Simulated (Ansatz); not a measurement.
Ansatz (a quantum-chemistry and plane-wave program) input for triaminosilyl (H₆N₃Si), SMILES N[Si](N)N, multiplicity 2, PBE-D3(BJ)/def2-SVP. 

Ansatz 0.2 input:
```yaml
crystal:
  periodic: [false, false, false]
  atoms:
    - {symbol: N, position_ang: [0.46467056, 1.55617027, 0.22876267]}
    - {symbol: Si, position_ang: [0.00000000, 0.00000000, -0.42241832]}
    - {symbol: N, position_ang: [1.11534770, -1.18050165, 0.22876267]}
    - {symbol: N, position_ang: [-1.58001827, -0.37566862, 0.22876267]}
    - {symbol: H, position_ang: [-0.27123357, 2.08762131, 0.68945764]}
    - {symbol: H, position_ang: [1.05867175, 2.17195790, -0.31951085]}
    - {symbol: H, position_ang: [1.35163485, -2.00281558, -0.31951085]}
    - {symbol: H, position_ang: [1.94354988, -0.80891549, 0.68945763]}
    - {symbol: H, position_ang: [-2.41030659, -0.16914232, -0.31951084]}
    - {symbol: H, position_ang: [-1.67231630, -1.27870583, 0.68945763]}
basis:
  gaussian:
    orbitals: def2-SVP
hamiltonian:
  xc: pbe
  dispersion: d3bj
magnetization: {spin_polarized: true, initial_magnetization: 1}
relax: {f_tol: 0.002, max_steps: 200}
```

Output:

```
WARN ansatz: RAYON_NUM_THREADS=1 ignored (pool sized by the plan → 1); use --threads N
Functional definition: PBE
integrals: 0.04 GiB planned
1060 factors; their error is unknown
mean field: 0.28 GiB planned
mean field evaluation 1: about -12410.6874 eV, gradient 7.1e1 eV
mean field evaluation 2: about -12350.1663 eV, gradient 1.2e2 eV
mean field evaluation 4: about -12430.6330 eV, gradient 5.3e0 eV
mean field evaluation 8: about -12430.8095 eV, gradient 4.1e-2 eV
mean field evaluation 16: about -12430.7413 eV, gradient 4.3e-5 eV
mean field -12430.74133481 eV, -456.8213181953 hartree, gradient 4.3e-5 eV, S^2 0.751461; 0 other end points of the search recorded, 0 dependent functions left out
the calculation of the forces begins
reference -12430.74137378 eV, -456.8213196274 hartree; 21, 20 occupied and 69, 70 virtual orbitals, 1060 factors
relax step   1: F+E_penalty+E_count = -12430.93870900 eV  Δ(F+E_penalty+E_count) = +0.000e0 eV  max|allowed force component| = 3.557e-1 eV/Å  Δτ_max = 0.0000 Å  (27 SCF iters, accepted)
these checks for a lower state are left out or cut short: starts, cluster_reference, orbital_swaps, neighbouring_geometries, increment
integrals: 0.04 GiB planned
1060 factors; their error is unknown
mean field: 0.28 GiB planned
mean field -12430.75125449 eV, -456.8216827367 hartree, gradient 2.1e-5 eV, S^2 0.751478; 0 other end points of the search recorded, 0 dependent functions left out
the calculation of the forces begins
reference -12430.75129350 eV, -456.8216841704 hartree; 21, 20 occupied and 69, 70 virtual orbitals, 1060 factors
relax step   2: F+E_penalty+E_count = -12430.94854024 eV  Δ(F+E_penalty+E_count) = -9.831e-3 eV  max|allowed force component| = 1.919e-1 eV/Å  Δτ_max = 0.0099 Å  (29 SCF iters, accepted)
these checks for a lower state are left out or cut short: starts, cluster_reference, orbital_swaps, neighbouring_geometries, increment
integrals: 0.04 GiB planned
1060 factors; their error is unknown
mean field: 0.28 GiB planned
mean field -12430.75543380 eV, -456.8218363236 hartree, gradient 2.1e-5 eV, S^2 0.751491; 0 other end points of the search recorded, 0 dependent functions left out
the calculation of the forces begins
reference -12430.75547283 eV, -456.8218377580 hartree; 21, 20 occupied and 69, 70 virtual orbitals, 1060 factors
relax step   3: F+E_penalty+E_count = -12430.95237705 eV  Δ(F+E_penalty+E_count) = -3.837e-3 eV  max|allowed force component| = 3.818e-2 eV/Å  Δτ_max = 0.0105 Å  (29 SCF iters, accepted)
these checks for a lower state are left out or cut short: starts, cluster_reference, orbital_swaps, neighbouring_geometries, increment
integrals: 0.04 GiB planned
1060 factors; their error is unknown
mean field: 0.28 GiB planned
mean field evaluation 32: about -12430.8213 eV, gradient 7.4e-1 eV
mean field -12430.75652687 eV, -456.8218764932 hartree, gradient 2.2e-5 eV, S^2 0.751492; 0 other end points of the search recorded, 0 dependent functions left out
the calculation of the forces begins
reference -12430.75656581 eV, -456.8218779241 hartree; 21, 20 occupied and 69, 70 virtual orbitals, 1060 factors
relax step   4: F+E_penalty+E_count = -12430.95362577 eV  Δ(F+E_penalty+E_count) = -1.249e-3 eV  max|allowed force component| = 4.300e-2 eV/Å  Δτ_max = 0.0090 Å  (29 SCF iters, accepted)
these checks for a lower state are left out or cut short: starts, cluster_reference, orbital_swaps, neighbouring_geometries, increment
integrals: 0.04 GiB planned
1060 factors; their error is unknown
mean field: 0.28 GiB planned
mean field -12430.75708216 eV, -456.8218968996 hartree, gradient 2.3e-5 eV, S^2 0.751484; 0 other end points of the search recorded, 0 dependent functions left out
the calculation of the forces begins
reference -12430.75712103 eV, -456.8218983282 hartree; 21, 20 occupied and 69, 70 virtual orbitals, 1060 factors
relax step   5: F+E_penalty+E_count = -12430.95411635 eV  Δ(F+E_penalty+E_count) = -4.906e-4 eV  max|allowed force component| = 2.096e-2 eV/Å  Δτ_max = 0.0118 Å  (28 SCF iters, accepted)
these checks for a lower state are left out or cut short: starts, cluster_reference, orbital_swaps, neighbouring_geometries, increment
integrals: 0.04 GiB planned
1060 factors; their error is unknown
mean field: 0.28 GiB planned
mean field -12430.75706430 eV, -456.8218962431 hartree, gradient 2.7e-5 eV, S^2 0.751484; 0 other end points of the search recorded, 0 dependent functions left out
the calculation of the forces begins
reference -12430.75710315 eV, -456.8218976711 hartree; 21, 20 occupied and 69, 70 virtual orbitals, 1060 factors
relax step   6: F+E_penalty+E_count = -12430.95422667 eV  Δ(F+E_penalty+E_count) = -1.103e-4 eV  max|allowed force component| = 2.446e-3 eV/Å  Δτ_max = 0.0035 Å  (23 SCF iters, accepted)
these checks for a lower state are left out or cut short: starts, cluster_reference, orbital_swaps, neighbouring_geometries, increment
integrals: 0.04 GiB planned
1060 factors; their error is unknown
mean field: 0.28 GiB planned
mean field -12430.75706794 eV, -456.8218963770 hartree, gradient 2.2e-5 eV, S^2 0.751484; 0 other end points of the search recorded, 0 dependent functions left out
the calculation of the forces begins
reference -12430.75710680 eV, -456.8218978050 hartree; 21, 20 occupied and 69, 70 virtual orbitals, 1060 factors
relax step   7: F+E_penalty+E_count = -12430.95422779 eV  Δ(F+E_penalty+E_count) = -1.120e-6 eV  max|allowed force component| = 5.046e-4 eV/Å  Δτ_max = 0.0005 Å  (21 SCF iters, accepted)
integrals: 0.04 GiB planned
1060 factors; their error is unknown
mean field: 0.28 GiB planned
mean field evaluation 64: about -12430.8197 eV, gradient 9.8e-1 eV
mean field -12430.75706794 eV, -456.8218963770 hartree, gradient 2.1e-5 eV, S^2 0.751484; 1 other end points of the search recorded, 0 dependent functions left out
the calculation of the forces begins
reference -12430.75710680 eV, -456.8218978050 hartree; 21, 20 occupied and 69, 70 virtual orbitals, 1060 factors
Total energy: -12430.95426665 eV, -456.8291432960 hartree
Atom 0 at     0.486336     1.555269     0.250314 Å, force    -0.000270    -0.000435     0.000095 eV/Å
Atom 1 at    -0.000022     0.000000    -0.423742 Å, force     0.000004    -0.000009     0.000081 eV/Å
Atom 2 at     1.103736    -1.198815     0.250265 Å, force    -0.000237     0.000439     0.000086 eV/Å
Atom 3 at    -1.590090    -0.356442     0.250343 Å, force     0.000505     0.000001     0.000106 eV/Å
Atom 4 at    -0.277156     2.086884     0.683528 Å, force     0.000085     0.000117    -0.000067 eV/Å
Atom 5 at     1.051558     2.177579    -0.334727 Å, force     0.000070     0.000154    -0.000054 eV/Å
Atom 6 at     1.360173    -1.999407    -0.334804 Å, force     0.000099    -0.000137    -0.000056 eV/Å
Atom 7 at     1.945783    -0.803432     0.683665 Å, force     0.000052    -0.000128    -0.000062 eV/Å
Atom 8 at    -2.411642    -0.178191    -0.334718 Å, force    -0.000171    -0.000016    -0.000062 eV/Å
Atom 9 at    -1.668676    -1.283445     0.683586 Å, force    -0.000138     0.000014    -0.000067 eV/Å
Dipole moment:     0.000025    -0.000006    -0.136310 e Å
```

Self-consistency was reached.
